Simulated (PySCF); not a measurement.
Correlation energy of Os (osmium, neutral)

[Xe] 4f14 5d5 6s2 7s1, high-spin 7S determinant (an excited configuration). All numbers are calculated (PySCF 2.14, scalar relativity through the core potential, in aug-cc-pVDZ-PP with ECP60MDF (5s5p4d2f, 54 functions)). Frozen: 5s2 5p6; 8 electrons correlated.

| level | correlation energy (mhartree) |
| --- | --- |
| CCSD | -126.09 |
| (T) | -3.79 |
| CCSD(T) | -129.88 |

Diagnostics: T1 = 0.011, D1 = 0.0320, largest double amplitude 0.058.

The outer electron is Rydberg-like, and this basis confines it to a smaller radius and binds it less than a complete one would.

Cost of the coupled-cluster step: about 1.9 core-seconds, for 8 correlated electrons.
